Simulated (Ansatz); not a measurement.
Two isomers of CH8O4Si2: A = `CO[SiH](O)[SiH](O)O`, B = `CO[SiH2]O[SiH](O)O`.

Computed with Ansatz on PBE0-D4/def2-TZVP structures; ΔE is electronic, products minus reactants. CCSD(T)/CBS adds triple-zeta CCSD(T) − MP2 to the extrapolated MP2 energy (def2 sets, frozen cores). Functionals use def2-TZVPP. B3LYP here is the variant with VWN-RPA as its local correlation; programs differ in this. One conformer a species, not always the lowest.

Question: Which is lower in electronic energy at CCSD(T)/CBS, and by how much? (Estimate.)

Answer: The calculation gave: B, by 172.7 kJ/mol.

Question: Give E(B) − E(A) in kJ/mol with CCSD/def2-TZVPP, CCSD(T)/def2-TZVPP, B3LYP-D4, HF/def2-TZVPP, PBE0-D4, PBE-D4, r2SCAN-D4. (An estimate is asked.)

Answer: The calculation gave: CCSD/def2-TZVPP -176.6, CCSD(T)/def2-TZVPP -174.0, B3LYP-D4 -167.2, HF/def2-TZVPP -193.3, PBE0-D4 -154.5, PBE-D4 -142.5, r2SCAN-D4 -168.2. None reverses the order clearly.

Largest T1 diagnostic: 0.012.

In def2-TZVPP, CCSD(T) changes the Hartree–Fock value by +19.3 kJ/mol (the triples alone add +2.6 kJ/mol) and MP2 by +13.6 kJ/mol. From PBE to PBE0 (25 % exact exchange), in def2-TZVPP and without D4, E(B) − E(A) moves by −12.2 kJ/mol.
